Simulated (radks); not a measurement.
Problem. All-electron atom: Sr XXX in [He] 2s2 2p5. All-electron calculation, non-relativistic Kohn-Sham, TPSS, spin-polarised, spherical densities, point nucleus; open shells are filled with parallel spins first (spin-orbit coupling, left out, can overturn this in heavy ions); meta-GGA in the generalised Kohn-Sham scheme; relativity is left out, which matters for an element this heavy. Program: a radial shooting solver on a logarithmic mesh with Libxc functionals. Some entries of the table are withheld. Estimate them.

| orbital | occ. | eigenvalue (hartree) | <r> (bohr) |
|---|---|---|---|
| 1s up | 1 | -635.0457 | 0.04012 |
| 1s down | 1 | -634.7890 | 0.04010 |
| 2s up | 1 | (1) | 0.1715 |
| 2s down | 1 | (2) | 0.1718 |
| 2p up | 3 | -125.9520 | (3) |
| 2p down | 2 | -125.4589 | (4) |

Solution. 
(1) 2s up eigenvalue (hartree): -131.6927
(2) 2s down eigenvalue (hartree): -131.2786
(3) 2p up <r> (bohr): 0.1468
(4) 2p down <r> (bohr): 0.1471
